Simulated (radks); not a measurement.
Isoelectronic series with 15 electrons, all held in the configuration [Ne] 3s2 3p3, which need not be the ground one along the series. All-electron calculation, Dirac Kohn-Sham, LDA (Slater exchange, Perdew-Wang correlation), spin-unpolarised, spherical densities, point nucleus; open shells fill j = l - 1/2 first. Program: a radial shooting solver on a logarithmic mesh with Libxc functionals. Total energies (hartree) and mean radii <r> (bohr):

ion,E (hartree),3p3/2,3p1/2,3s1/2
P,-340.79118,2.377,2.367,1.894
Cl2+,-458.67327,1.603,1.597,1.442
K4+,-595.19318,1.242,1.237,1.170
Sc6+,-750.37733,1.022,1.017,0.9877
V8+,-924.29656,0.8713,0.8662,0.8556
Mn10+,-1117.04548,0.7605,0.7553,0.7552
Co12+,-1328.73633,0.6753,0.6700,0.6760
Cu14+,-1559.49681,0.6076,0.6021,0.6119
Ga16+,-1809.46926,0.5524,0.5467,0.5589
As18+,-2078.81056,0.5064,0.5006,0.5142
